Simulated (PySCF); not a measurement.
Electric field gradients and quadrupole coupling constants

C₃H₆BP.
Atom-mapped SMILES: `[CH3:1][C:2]#[C:3][BH:4][PH2:5]` (hydrogens: H6, H7, H8 on C1; H9 on B4; H10, H11 on P5)

Geometry (PBE0-D3(BJ)/def2-SVP, Å), atoms numbered from 1 in this order:
```xyz
11
C3H6BP angstrom
C     -2.4292    0.7971    0.4338
C     -1.1427    0.1596    0.2411
C     -0.0586   -0.3851    0.0838
B      1.2859   -1.0359   -0.0911
P      2.7628   -0.0795   -0.7737
H     -2.4996    1.2018    1.4564
H     -2.5688    1.6371   -0.2645
H     -3.2590    0.0863    0.2971
H      1.4235   -2.2263    0.0693
H      2.6431    1.1824   -0.1338
H      3.8258   -0.6229   -0.0049
```

Field gradients from the PBE0/pcSseg-1 density (PySCF, non-relativistic), principal values in atomic units, ordered |Vxx| ≤ |Vyy| ≤ |Vzz|:

```tsv
atom	Vxx	Vyy	Vzz
B4	-0.2070	-0.2762	0.4832
```

Find the asymmetry η = (Vxx − Vyy)/Vzz and the couplings χ = eQV/h (234.96 MHz × Q in barn × V in au), with Q(11B) = 0.04059 b.

| atom | environment | nucleus | η | χzz (MHz) | χxx (MHz) | χyy (MHz) |
| --- | --- | --- | --- | --- | --- | --- |
| B4 | three-coordinate boron | 11B | 0.14 | 4.608 | -1.974 | -2.634 |

What is Vzz at B4 in SI units (1 au = 9.71736 × 10²¹ V/m²)?

0.4832 au = 4.695 × 10²¹ V/m².

What couplings would deuterons (Q(2H) = 0.00286 b) have in place of the hydrogens, at this geometry?

| atom | bonded to | bond length (Å) | Vzz (au) | η | χzz (kHz) |
| --- | --- | --- | --- | --- | --- |
| H6 | C1 | 1.102 | 0.2872 | 0.03 | 193 |
| H7 | C1 | 1.101 | 0.2877 | 0.03 | 193 |
| H8 | C1 | 1.101 | 0.2875 | 0.03 | 193 |
| H9 | B4 | 1.209 | 0.2014 | 0.07 | 135 |
| H10 | P5 | 1.420 | 0.1781 | 0.11 | 120 |
| H11 | P5 | 1.420 | 0.1780 | 0.12 | 120 |

Isolated species at its PBE0-D3(BJ)/def2-SVP geometry (one conformer only). The small basis limits the accuracy of the gradients.

These values come from a run that also computed NMR shieldings. Hardware: an Arm Neoverse N1 with one thread, no GPU, shared host. Cost: 14 s.
